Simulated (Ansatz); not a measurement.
CH6OSSi2 can be A, `[SiH3]OC1[SiH2]S1`, or B, `O[SiH]1[SiH2]CS1`.

Gas-phase electronic energies from Ansatz, PBE0-D4/def2-TZVP geometries. CCSD(T)/CBS is the MP2 limit (def2-TZVPP, def2-QZVPP) plus CCSD(T) − MP2 in def2-TZVPP, frozen cores. Functionals use def2-TZVPP. B3LYP here is the variant with VWN-RPA as its local correlation; programs differ in this. Each species was taken in one conformer, which may not be the lowest.

(1) Which is lower in electronic energy at CCSD(T)/CBS, and by how much? (Best estimate.)

(2) Give E(B) − E(A) in kcal/mol with B3LYP-D4, PBE0-D4, PBE-D4, r2SCAN-D4, CCSD/def2-TZVPP, B2PLYP, HF/def2-TZVPP. (Best estimate.)

Largest T1 diagnostic: 0.014.

## Answers

(1) Computed: B, by 37.1 kcal/mol.

(2) Computed: B3LYP-D4 -34.8, PBE0-D4 -38.7, PBE-D4 -37.4, r2SCAN-D4 -36.1, CCSD/def2-TZVPP -36.1, B2PLYP -34.9, HF/def2-TZVPP -33.8. None reverses the order clearly.

In def2-TZVPP, CCSD(T) changes the Hartree–Fock value by −2.2 kcal/mol (the triples alone add +0.1 kcal/mol) and MP2 by −2.5 kcal/mol. From PBE to PBE0 (25 % exact exchange), in def2-TZVPP and without D4, E(B) − E(A) moves by −1.4 kcal/mol.
